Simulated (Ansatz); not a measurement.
A geometry relaxed with Ansatz (a program for electronic structure) with r2SCAN-D4/def2-TZVP, charge 0, multiplicity 1:

```xyz
8

Si     1.3988     0.3232    -0.6730
H      2.4498    -0.7109    -0.4806
C     -0.1830    -0.4499    -0.3784
H     -0.3073    -1.4629    -0.7614
H     -2.2342    -0.3103    -0.2082
H      1.5890     1.4900     0.2400
N     -1.3462     0.0864     0.0515
H     -1.3669     1.0343     0.3901
```

**Question.** Write the SMILES of this molecule.

**Answer.** `NC=[SiH2]`
